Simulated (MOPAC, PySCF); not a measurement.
C3H3I, SMILES `C(=CI)=C`, neutral singlet in the gas phase. 

Cartesian coordinates (Å):
```xyz
7

C     -1.3803    -0.1285    -0.0596
C     -0.0841    -0.1193     0.0394
C      1.2050    -0.1065     0.1365
I      2.3450     1.5563    -0.4155
H     -1.8712    -0.4667    -0.9666
H     -2.0079     0.2011     0.7622
H      1.7935    -0.9364     0.5036
```
Charge 0, spin multiplicity 1.

All levels are single points at this geometry (PBE0-D3(BJ)/def2-TZVP); Pople sets use spherical d functions. Orbital energies aren't observables, and empty levels follow the basis.

```tsv
level	HOMO (eV)	LUMO (eV)	gap (eV)	dipole (D)	vertical IE, Delta-SCF (eV)
ωB97X-D3(BJ)/def2-TZVP in PySCF	-9.25	0.63	9.88	1.41	9.18
B3LYP/6-311+G** (LANL2DZ on I) in PySCF	-6.78	-1.62	5.17	1.31	–
B3LYP/6-31G* (LANL2DZ on I) in PySCF	-6.62	-1.35	5.27	1.48	8.92
B3LYP/LANL2DZ in PySCF	-6.71	-1.51	5.20	1.45	–
M06-2X/6-31G* (LANL2DZ on I) in PySCF	-7.84	-0.37	7.47	1.47	–
PBE/6-31G* (LANL2DZ on I) in PySCF	-5.76	-2.09	3.67	1.50	8.77
HF/6-31G* (LANL2DZ on I) in PySCF	-9.23	2.49	11.72	1.68	–
PM6 in MOPAC	-9.62	-1.19	8.43	1.23	–
PM7 in MOPAC	-8.88	-0.12	8.76	1.89	–
```
